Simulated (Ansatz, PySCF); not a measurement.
Process, species as SMILES: N[Si](N)(N)Cl + 3 [SiH4] (SiH4) -> 3 N[SiH3] + [SiH3]Cl [chlorosilane]
Geometries: B3LYP-D3(BJ)/def2-TZVP minima from Ansatz (a program for electronic structure), one conformer each, not searched for the lowest. Frequencies are from Ansatz or PySCF.

Property: bond separation energy (0 K, with B3LYP-D3(BJ) harmonic zero-point energies), in kcal/mol. Cores are frozen in the correlated levels unless marked. No spin-orbit coupling. No relativistic terms. CBS(X,Y): correlation extrapolated as X^-3; Hartree-Fock from the larger set.

CCSD(T)/CBS(cc-pV(T+d)Z,cc-pV(Q+d)Z) (Ansatz) gives 20.4 kcal/mol.

Another calculation gave 18.2 kcal/mol. Which level was it?
A) B3LYP/def2-TZVPD (Ansatz)
B) SVWN5/def2-TZVPD (Ansatz)
C) r2SCANh/def2-TZVPD (Ansatz)

A, B3LYP/def2-TZVPD (Ansatz). The others give 23.5 (SVWN5), 20.9 (r2SCANh) kcal/mol.
